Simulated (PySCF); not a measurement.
Frontier orbitals and the lowest excitations

Compound: C6H11P.
Numbering: `[CH:1]#[C:2][CH2:3][PH:4][CH2:5][CH2:6][CH3:7]` (hydrogens: H8 on C1; H9, H10 on C3; H11 on P4; H12, H13 on C5; H14, H15 on C6; H16, H17, H18 on C7)

Computed with TDDFT B3LYP/def2-SVPD, vertical, gas phase, core orbitals frozen in the response in PySCF. The structure is a single GFN2-xTB conformer in the gas phase; no vibrational or solvent corrections. Torsions of this conformer, `[CH:1]#[C:2][CH2:3][PH:4][CH2:5][CH2:6][CH3:7]`: C2–C3–P4–C5 87°, C3–P4–C5–C6 -77°, P4–C5–C6–C7 -173°.

Frontier orbitals with the atoms that hold most of them (Löwdin shares over 4%, at most four atoms; ? is withheld):

```tsv
orbital	ε (eV)	atoms
HOMO-3	-8.79	C5 22%, P4 21%, C7 15%, C6 14%
HOMO-2	-7.63	C1 40%, C2 39%, C3 7%, H8 4%
HOMO-1	-7.39	C1 35%, C2 33%, P4 8%, C3 8%
HOMO	-6.82	?
LUMO	?	?
LUMO+1	0.34	P4 31%, C3 13%, C2 12%, C1 10%
LUMO+2	0.59	C7 16%, C1 11%, C2 9%, C6 8%
```

(1) Give the leading atoms of the LUMO.

(2) Give the leading atoms of the HOMO.

(3) What is the LUMO energy, and the HOMO–LUMO gap?

Answers

(1) P4 (bonded to 2 C and H) 16%; H11 (bonded to P) 14%; C3 (bonded to C, P and 2 H) 11%; C5 (bonded to C, P and 2 H) 8%. By element: carbon 19% or more, phosphorus 16%, hydrogen 14% or more.

(2) P4 (bonded to 2 C and H) 59%; C3 (bonded to C, P and 2 H) 12%; C5 (bonded to C, P and 2 H) 11%; H11 (bonded to P) 6%. By element: phosphorus 59%, carbon 23% or more, hydrogen 6% or more.

(3) ε(LUMO) = 0.14 eV; the gap is 6.96 eV (0.2556 hartree).

**Question.** The HOMO–LUMO gap is 6.96 eV. Where does the response calculation put the lowest singlet, and from which orbitals?

**Answer.** S1 is at 6.08 eV (f = 0.011), 0.88 eV below the gap, made of HOMO→LUMO (94%). Without the coupling terms of the response equations the lowest excitation would equal the gap.

**Question.** Give energy, strength and leading configuration of S1 and S2, and follow the Löwdin shares of the leading atoms from the occupied to the empty orbital.

**Answer.** 
- S1 (6.08 eV, f 0.011), HOMO→LUMO (94%): P4 59% → 16%, C3 12% → 11%, H11 6% → 14%
- S2 (6.34 eV, f 0.084), HOMO→LUMO+1 (91%): P4 59% → 31%, C3 12% → 13%

Löwdin shares depend on the basis, the more so with diffuse functions.
